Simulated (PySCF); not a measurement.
Harmonic spectrum computed at PBE0 in the def2-TZVP basis family (core potentials from Rb on, PySCF, no spin–orbit coupling):

```json
{"ω (cm⁻¹)": "127", "IR (km/mol, summed over degenerate members)": "29.4", "degeneracy": "2"}
{"ω (cm⁻¹)": "521", "IR (km/mol, summed over degenerate members)": "55.2", "degeneracy": "1"}
{"ω (cm⁻¹)": "1272", "IR (km/mol, summed over degenerate members)": "22.9", "degeneracy": "1"}
```

Q: Which molecule gave it? In each, all ligands are bound to the one heavy central atom.
A. ClGeN (singlet)
B. ClSnN (singlet)
C. ClSiN (singlet)
D. ClTiN (singlet)

A: C. It has C∞v symmetry with Si–Cl 2.009 Å, Si–N 1.558 Å.
